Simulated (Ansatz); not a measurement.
H2GeO, SMILES `[OH][GeH]` (excited triplet; H–O–Ge–H torsion 102°) (charge 0, multiplicity 3). This triplet is an excited state, 1.85 eV above the relaxed singlet at the level frozen-core CCSD(T)/cc-pVTZ // B3LYP-D3(BJ)/def2-TZVP (Ansatz, a program for electronic structure).

These are B3LYP/cc-pVTZ // B3LYP-D3(BJ)/def2-TZVP (Ansatz) values and carry that method's errors.

Ansatz 0.2 input:
```yaml
crystal:
  periodic: [false, false, false]
  atoms:
    - { symbol: O, position_ang: [-0.999372, 0.266945, 0.28183] }
    - { symbol: Ge, position_ang: [0.731563, 0.413674, 0.771832] }
    - { symbol: H, position_ang: [-1.464259, -0.41279, 0.784024] }
    - { symbol: H, position_ang: [1.732074, -0.267825, -0.233917] }
basis:
  gaussian: { orbitals: cc-pVTZ }
hamiltonian:
  xc: b3lyp
magnetization:
  spin_polarized: true
  initial_magnetization: 2
```

Output:

```
Functional definition: B3LYP
701 factors; their error is unknown
mean field evaluation 1: about -58593.3836 eV, gradient 4.1e1 eV
mean field evaluation 2: about -58548.9816 eV, gradient 1.0e2 eV
mean field evaluation 4: about -58598.7623 eV, gradient 3.1e0 eV
mean field evaluation 8: about -58598.9848 eV, gradient 1.9e-1 eV
mean field evaluation 16: about -58598.9848 eV, gradient 7.0e-5 eV
mean field -58598.98484171 eV, -2153.4729731145 hartree, gradient 7.0e-5 eV, S^2 2.004089; 0 other end points of the search recorded, 0 dependent functions left out
reference -58598.98503496 eV, -2153.4729802163 hartree; 22, 20 occupied and 79, 81 virtual orbitals, 701 factors
Total energy: -58598.98503496 eV, -2153.4729802163 hartree
```
